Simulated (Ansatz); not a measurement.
`FC1O[SiH2]O1` + H₂ → `C1O[SiH2]O1` + H–F at 600 K and 1 bar (hydrogenolysis of a C–F bond).

Program: Ansatz. Geometries: PBE0-D4/def2-TZVP. ΔE: electronic, gas phase. CCSD(T)/CBS is the MP2 limit (def2-TZVPP, def2-QZVPP) plus CCSD(T) − MP2 in def2-TZVPP, frozen cores. This one scheme is used for every species.

| species | CCSD(T)/CBS energy (Eh) | H − E (kJ/mol) | S (J/(mol·K)) |
| --- | --- | --- | --- |
| `FC1O[SiH2]O1` | -579.12323 | 167.6 | 367.1 |
| H₂ | -1.17544 | 43.9 | 150.8 |
| `C1O[SiH2]O1` | -479.91873 | 182.8 | 337.6 |
| H–F | -100.39570 | 42.3 | 194.0 |

H − E and S are ideal-gas, rigid-rotor, harmonic terms from PBE0-D4/def2-TZVP. The MP2-based limit puts H₂ 0.8 mEh under its directly extrapolated value; such offsets cancel only in part. 1 Eh = 2625.50 kJ/mol, R = 8.31446 J/(mol·K).

**Question.** By hand: ΔE, ΔH, ΔS and ΔG.

**Answer.** ΔE = (-479.91873) + (-100.39570) − (-579.12323) − (-1.17544) = -0.01576 Eh = -41.4 kJ/mol. Δ(H − E) = 182.8 + 42.3 − 167.6 − 43.9 = 13.6, so ΔH = -27.8 kJ/mol. ΔS = 337.6 + 194.0 − 367.1 − 150.8 = 13.7 J/(mol·K). ΔG = -27.8 − 600 × (13.7)/1000 = -36.0 kJ/mol.

**Question.** By hand: the equilibrium constant, and the temperature at which ΔG would vanish if ΔH and ΔS stayed fixed.

**Answer.** log₁₀ K = −ΔG/(RT ln 10) = 3.1. ΔH and −TΔS have one sign here, so there is no such temperature.

The number of gas molecules stays the same, so ΔS is small and ΔH decides. A doubt of 5 kJ/mol in ΔE shifts log₁₀ K by 0.4 here. These are equilibria of isolated gas molecules and say nothing of rates. Largest T1 diagnostic: 0.013 (customary marks: 0.02 for closed shells, 0.045 for open ones).
